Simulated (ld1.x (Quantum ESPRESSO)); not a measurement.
**barium: from the effect back to the setting (TM)**

Base potential:

barium (Ba), norm-conserving Troullier–Martins (Kleinman–Bylander form), made with ld1.x (Quantum ESPRESSO) 7.5 (PBE, non-relativistic). Core [Kr] 4d10, reference 5s2 5p6 5d0 6s2 6p0. Waves: 5s (bound): rc 2.95 bohr; 5p (bound): rc 2.50 bohr; 5d (bound, empty): rc 3.95 bohr. Local part: the d channel. Core correction: none.

Occupied shells without a wave of their own: 6s. They enter only through the test configuration that unscreens the potential.

Cutoffs, loose and tight: the cutoffs (Ry, on a coarse ladder) from which the occupation-weighted sum of valence levels, in a spherical-Bessel basis at the reference potential, stays within 10 and 1 mRy of its value at 400 Ry. They do not see the model core or the augmentation charge, which bear on the density cutoff. Test errors are all-electron minus pseudo excitation energies from the reference, over the configurations 5s2 5p6 5d0 6s1 6p0; 5s2 5p6 5d0 6s0 6p0; 5s2 5p6 5d0 6s1.5 6p0; 5s2 5p6 5d1 6s0 6p0; 5s2 5p6 5d1 6s1 6p0; 5s2 5p5 5d0 6s2 6p0; 5s1 5p6 5d0 6s2 6p0; variants that change the core or the reference have their own tests.

Only the scale of all radii (base = 1) is moved (3 further runs of the sweep failed or gave no value and are left out):

```json
{"scale of all radii (base = 1)": "0.77", "cutoff, loose": "35 Ry", "cutoff, tight": "50 Ry", "bound ghosts": "none", "largest test error (meV)": "+634"}
{"scale of all radii (base = 1)": "0.83", "cutoff, loose": "30 Ry", "cutoff, tight": "45 Ry", "bound ghosts": "none", "largest test error (meV)": "+593"}
{"scale of all radii (base = 1)": "0.96", "cutoff, loose": "21 Ry", "cutoff, tight": "35 Ry", "bound ghosts": "none", "largest test error (meV)": "+425"}
{"scale of all radii (base = 1)": "1.13", "cutoff, loose": "15 Ry", "cutoff, tight": "21 Ry", "bound ghosts": "none", "largest test error (meV)": "+710"}
```

Q: One more run gave cutoff, loose: 18 Ry; cutoff, tight: 30 Ry; bound ghosts: none; largest test error (meV): +377. Which value of the scale of all radii (base = 1) was used?

A: 1.03. The loose cutoff moves one way along this sweep, from 35 Ry at 0.77 to 15 Ry at 1.13, which places the run between 0.96 and 1.13.
